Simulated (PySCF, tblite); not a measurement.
Isomers of C6H15OPS. Computed with GFN2-xTB (tblite): harmonic, unscaled wavenumbers at the GFN2-xTB geometry, gas phase. The method is semi-empirical: single wavenumbers can be off by several per cent or more. Modes of hydrogen on phosphorus can be 10 to 20 % off. One conformer each.

Electronic energies: PBE0/pcSseg-1 single points on the GFN2-xTB geometries (PySCF, gas phase).

```
               SMILES  electronic energy, lowest = 0 (kJ/mol)
  CSC[P@@H](=O)CC(C)C                                    42.9
    CCC[P@@H](=S)CCCO                                    24.6
   CCC[P@@](C)(=O)CSC                                     0.0
 CC(C)(C)C[P@H](=S)CO                                    42.3
CCC(C)(C)[P@@H](=S)CO                                    44.9
```

Q: How do GFN2-xTB zero-point energies change the relative energies?

A: 
```json
{"SMILES": "CCC[P@@](C)(=O)CSC", "ZPE (kJ/mol)": "523.1", "of it from modes above 1550 cm⁻¹": "269.9", "electronic (kJ/mol)": "0.0", "with ZPE, lowest = 0 (kJ/mol)": "0.0", "lowest mode (cm⁻¹)": "23", "rings": "0"}
{"SMILES": "CCC[P@@H](=S)CCCO", "ZPE (kJ/mol)": "528.2", "of it from modes above 1550 cm⁻¹": "264.0", "electronic (kJ/mol)": "24.6", "with ZPE, lowest = 0 (kJ/mol)": "29.6", "lowest mode (cm⁻¹)": "45", "rings": "0"}
{"SMILES": "CC(C)(C)C[P@H](=S)CO", "ZPE (kJ/mol)": "524.7", "of it from modes above 1550 cm⁻¹": "266.3", "electronic (kJ/mol)": "42.3", "with ZPE, lowest = 0 (kJ/mol)": "43.9", "lowest mode (cm⁻¹)": "32", "rings": "0"}
{"SMILES": "CSC[P@@H](=O)CC(C)C", "ZPE (kJ/mol)": "523.5", "of it from modes above 1550 cm⁻¹": "265.4", "electronic (kJ/mol)": "42.9", "with ZPE, lowest = 0 (kJ/mol)": "43.3", "lowest mode (cm⁻¹)": "30", "rings": "0"}
{"SMILES": "CCC(C)(C)[P@@H](=S)CO", "ZPE (kJ/mol)": "525.6", "of it from modes above 1550 cm⁻¹": "266.3", "electronic (kJ/mol)": "44.9", "with ZPE, lowest = 0 (kJ/mol)": "47.4", "lowest mode (cm⁻¹)": "50", "rings": "0"}
```

The zero-point energies span 5.1 kJ/mol, from `CCC[P@@](C)(=O)CSC` to `CCC[P@@H](=S)CCCO`. The lowest isomer stays, but the order above it changes.

Q: And how do the electronic energies of GFN2-xTB itself compare?

A: `CCC[P@@](C)(=O)CSC` 3.3; `CCC[P@@H](=S)CCCO` 65.0; `CC(C)(C)C[P@H](=S)CO` 61.9; `CSC[P@@H](=O)CC(C)C` 0.0; `CCC(C)(C)[P@@H](=S)CO` 65.6 kJ/mol, lowest = 0. Against the energies above, taken from the same isomer `CCC[P@@](C)(=O)CSC`, the largest difference is 46.2 kJ/mol.

Q: What do entropy and thermal enthalpy add at 298.15 K and 1 bar (rigid rotor, harmonic oscillator, one conformer each)?

A: 
```json
{"SMILES": "CCC[P@@H](=S)CCCO", "point group": "C1", "symmetry number": "1", "S (J/(mol K))": "459.3", "H − H(0) (kJ/mol)": "34.64", "ZPE + H − H(0) − TS (kJ/mol)": "425.9"}
{"SMILES": "CC(C)(C)C[P@H](=S)CO", "point group": "C1", "symmetry number": "1", "S (J/(mol K))": "468.1", "H − H(0) (kJ/mol)": "36.07", "ZPE + H − H(0) − TS (kJ/mol)": "421.2"}
{"SMILES": "CSC[P@@H](=O)CC(C)C", "point group": "C1", "symmetry number": "1", "S (J/(mol K))": "478.2", "H − H(0) (kJ/mol)": "36.68", "ZPE + H − H(0) − TS (kJ/mol)": "417.6"}
{"SMILES": "CCC(C)(C)[P@@H](=S)CO", "point group": "C1", "symmetry number": "1", "S (J/(mol K))": "465.7", "H − H(0) (kJ/mol)": "36.42", "ZPE + H − H(0) − TS (kJ/mol)": "423.2"}
```

Not tabulated: `CCC[P@@](C)(=O)CSC` (lowest mode only 23 cm⁻¹).
